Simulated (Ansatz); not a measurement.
`C[O][Sn][S]C`, relaxed with RKS PBE-D4/def2-SVP in Ansatz 0.2.0 from a rough embedded geometry. The force threshold is 0.03 eV/Å; the program also tests the step.

Charge 0, multiplicity 1. Sn takes the def2 core potential.

Start:

```xyz
11

C     1.918   -0.304   -0.010
O     1.694   -1.254   -0.927
Sn   -0.152   -0.980   -1.614
S    -1.787   -1.133    0.071
C    -1.920    0.629    0.356
H     2.949   -0.369    0.439
H     1.816    0.757   -0.402
H     1.205   -0.385    0.874
H    -0.877    1.080    0.632
H    -2.609    0.853    1.159
H    -2.236    1.106   -0.577
```

(1) By how much does the energy fall, and how many steps does the optimiser take? (An estimate is asked.)

(2) Which bonds change most? (Estimate.)

(3) Give the relaxed structure. (Estimate.)

Results:

(1) Computed: 117.29 kJ/mol, in 21 steps, 1 of them rejected.

(2) The calculation gave: Sn3–S4 from 2.352 to 2.498 Å; C1–O2 from 1.339 to 1.404 Å; C5–H9 from 1.170 to 1.107 Å; S4–C5 from 1.790 to 1.837 Å.

(3) Computed: 
```xyz
11

C     1.683   -0.039   -0.063
O     1.302   -0.736   -1.221
Sn   -0.278   -1.936   -1.646
S    -2.016   -1.146   -0.036
C    -1.582    0.569    0.459
H     2.778   -0.164    0.105
H     1.493    1.057   -0.155
H     1.163   -0.387    0.861
H    -1.039    0.578    1.424
H    -2.533    1.124    0.580
H    -0.971    1.081   -0.307
```
